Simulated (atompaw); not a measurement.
An all-electron radial function and its pseudo partner (Er (Z = 68))

Columns: radius, all-electron u(r) and pseudo u(r) of the 5p shell (level -28.64 eV) of erbium in the configuration [Kr] 4d10 4f11 5s2 5p6 5d2 6s1 6p0; PBEsol, scalar-relativistic, PAW (atompaw) scheme, atompaw 4.2.0.5.

```tsv
r (bohr)	all-electron	pseudo
0.115	0.1846	0.0148
0.231	0.1274	0.0587
0.346	-0.3757	0.1276
0.462	-0.4617	0.2176
0.577	-0.2100	0.3205
0.692	0.1443	0.4295
0.808	0.4679	0.5377
0.923	0.7057	0.6356
1.038	0.8562	0.7178
1.154	0.9328	0.7794
1.269	0.9520	0.8163
1.385	0.9311	0.8280
1.500	0.8843	0.8155
1.615	0.8219	0.7820
1.731	0.7511	0.7316
1.846	0.6784	0.6707
1.962	0.6062	0.6041
2.077	0.5380	0.5377
2.192	0.4746	0.4745
2.308	0.4160	0.4160
2.423	0.3636	0.3636
2.538	0.3167	0.3167
2.654	0.2748	0.2748
2.769	0.2381	0.2381
2.885	0.2057	0.2057
3.000	0.1776	0.1776
```

(1) How many radial nodes do the two functions have?

(2) At about which radius was the pseudo-wave matched?

(3) Is the pseudo-wave norm-conserving?

## Answers

(1) The all-electron 5p function has n − l − 1 = 3 (the table is too coarse to show those close to the nucleus); the pseudo-wave has 0, since the states of the same l below it are removed with the core.

(2) 2.30 bohr. The columns agree to 0.0005 from 2.08 bohr on; several derivatives are matched, so the curves merge somewhat inside the radius.

(3) No, it belongs to a PAW set: the norm inside the radius is not constrained, and the difference is carried by the augmentation charge.
